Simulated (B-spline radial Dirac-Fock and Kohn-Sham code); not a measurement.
## X-ray lines that fill the 1s vacancy in Cr⁶⁺

System: the Cr⁶⁺ ion, [Ne] 3s2 3p6.

Input file task.json (cfg lists n, l and occupation; rrms is the nuclear radius in fm):

```json
{"items": [{
  "Z": 24,
  "q": 6,
  "cfg": [[1, 0, 2], [2, 0, 2], [2, 1, 6], [3, 0, 2], [3, 1, 6]],
  "A": 52,
  "rrms": 3.6452,
  "do": ["binding", "quiet", "decay"],
  "holes": ["K", "L1", "L2", "L3", "M1", "M2", "M3"]
}]}
```

Command: `python xray_run.py task.json out`

Method: a relativistic independent-particle model: LDA orbitals of the hole state, radiative multipoles to third order, Auger rates from the Coulomb interaction with a continuum orbital, Dirac-Fock energies. Computed with a B-spline atomic structure program.

| line | multipole | energy (eV) | width (meV) | share (%) |
| --- | --- | --- | --- | --- |
| Kα2 | E1 | 5401.7 | 87.0 | 29.4 |
| Kα1 | E1 | 5410.2 | 171 | 57.8 |
| Kβ3 | E1 | 5960.7 | 12.6 | 4.27 |
| Kβ1 | E1 | 5962.0 | 25.0 | 8.46 |

The listed lines hold 100.0 % of the radiative rate. The radiative width is 0.295 eV in the length form and 0.306 eV in the velocity form; the two differ because the transition energies are not eigenvalue differences of the potential that gave the orbitals. Kα2/Kα1 is 0.509 and Kβ/Kα is 0.146.
